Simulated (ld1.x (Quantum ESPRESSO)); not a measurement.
## An all-electron radial function and its pseudo partner (bismuth)

Columns: radius, all-electron u(r) and pseudo u(r) of the 6p shell (level -7.87 eV) of bismuth in the configuration [Xe] 4f14 5d10 6s2 6p2.5; PBE, scalar-relativistic, TM semilocal scheme, ld1.x (Quantum ESPRESSO) 7.5.

```csv
r (bohr),all-electron,pseudo
0.105,-0.1156,0.0031
0.210,0.0405,0.0123
0.315,0.1912,0.0271
0.420,0.0784,0.0463
0.525,-0.1114,0.0691
0.630,-0.2495,0.0943
0.735,-0.3015,0.1209
0.840,-0.2781,0.1486
0.945,-0.2034,0.1774
1.050,-0.1002,0.2082
1.155,0.0138,0.2420
1.260,0.1272,0.2803
1.365,0.2328,0.3241
1.470,0.3270,0.3735
1.575,0.4082,0.4271
1.680,0.4763,0.4816
1.785,0.5316,0.5324
1.890,0.5753,0.5753
1.995,0.6084,0.6084
2.100,0.6322,0.6322
2.205,0.6478,0.6478
2.310,0.6564,0.6564
2.415,0.6590,0.6590
2.520,0.6563,0.6563
2.625,0.6494,0.6494
2.730,0.6390,0.6390
```

(1) How many radial nodes do the two functions have?

(2) At about which radius was the pseudo-wave matched?

(3) Is the pseudo-wave norm-conserving?

## Answers

(1) The all-electron 6p function has n − l − 1 = 4 (the table is too coarse to show those close to the nucleus); the pseudo-wave has 0, since the states of the same l below it are removed with the core.

(2) 2.00 bohr. The columns agree to 0.0005 from 1.89 bohr on; several derivatives are matched, so the curves merge somewhat inside the radius.

(3) Yes: the TM semilocal scheme keeps the norm inside the radius equal to the all-electron one, which fixes the energy derivative of the logarithmic derivative at the level.
